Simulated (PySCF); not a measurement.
# Spinor energies of Ta³¹⁺ (tantalum, charge +31)

Start: [Kr] 4d6; 4d3/2 filled at m_j = -3/2, -1/2, +1/2, +3/2; 4d5/2 filled at m_j = +3/2, +5/2. Calculated with PySCF 2.14 in an even-tempered Gaussian basis (17 s from 2.9 bohr⁻², ratio 2.8; 14 p from 3.8 bohr⁻², ratio 2.8; 9 d from 3.8 bohr⁻², ratio 2.8; 3 f from 16 bohr⁻², ratio 3): generalised Hartree-Fock with the X2C-1e Hamiltonian and a Gaussian nucleus; one run each with spin-orbit coupling (SO) switched off, then screened by Boettger's factors.

```csv
spinor shell,electrons,"ε, spin-free (eV)","ε, screened SO (eV)",weight of nominal j (screened SO),"rms radius, screened SO (bohr)"
1s1/2,2,-68948.9,-68928.3,1.000,0.0211
2s1/2,2,-12964.8,-12957.7,1.000,0.0854
2p1/2,2,-11509.4,-12416.4,1.000,0.0727
2p3/2,4,-11509.4,-11138.1,1.000,0.0800
3s1/2,2,-3923.7,-3921.1,1.000,0.217
3p1/2,2,-3483.0,-3683.1,1.000,0.208
3p3/2,4,-3483.0,-3398.9,1.000,0.223
3d3/2,4,-2967.1,-3004.7,0.999,0.196
3d5/2,6,-2967.1,-2939.2,0.999,0.200
4s1/2,2,-1633.0,-1632.0,1.000,0.453
4p1/2,2,-1466.4,-1531.4,0.996,0.457
4p3/2,4,-1466.4,-1438.0,0.998,0.485
4d3/2,4,-1273.0,-1280.2,0.961,0.476
4d5/2,2,-1273.0,-1263.4,0.961,0.483
```

```
   quantity     spin-free   screened SO
E (hartree)  -15092.66007  -15110.78773
        M_J             4             4
       ⟨J²⟩        20.001        20.018
       ⟨L²⟩         6.001        11.335
       ⟨S²⟩         6.000         3.445
```

Each row is a mean over spinors that exchange with the open shell spreads, by up to 22.394 eV (4p3/2).

Breit and QED terms are absent; they matter most for the inner s and p1/2 levels.

Densities and radii are taken from the X2C orbitals without a picture-change correction, which distorts them close to the nucleus.

Without spin-orbit coupling the j labels of p, d and f shells carry no meaning; the spin-free column gives the mean over the occupied spinors of each nl shell.
